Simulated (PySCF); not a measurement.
# How strongly P binds etchant and ambient atoms

PBE in PySCF with def2-TZVPPD on every atom, for the lowest determinant that a PBE0 search found; no spin–orbit coupling. D0 is De less the harmonic zero-point energy.

```
 X             state of PX  D0(PX) (eV)  D0(X₂) (eV)
 H          triplet (π ↑↑)         3.12         4.27
 F          triplet (π ↑↑)         5.04         2.22
Br          triplet (π ↑↑)         3.25         2.48
 O           doublet (π ↑)         6.58         6.13
 N  singlet (closed shell)         6.69        10.42
```

Q: Give the energy of P + X₂ → PX + X at 0 K for each X.

A: H: 4.27 − 3.12 = +1.15 eV; F: 2.22 − 5.04 = -2.82 eV; Br: 2.48 − 3.25 = -0.77 eV; O: 6.13 − 6.58 = -0.45 eV; N: 10.42 − 6.69 = +3.73 eV (PBE/def2-TZVPPD; negative means exothermic).

Q: Does an atom of F displace Br from PBr?

A: PBr + F → PF + Br has ΔE = 3.25 − 5.04 = -1.79 eV at PBE/def2-TZVPPD, so it is downhill.

Gas-phase diatomics only hint at surface chemistry, where an atom holds several bonds.

Spin–orbit coupling is left out. States were picked by a PBE0 search and need not be the measured ground states.
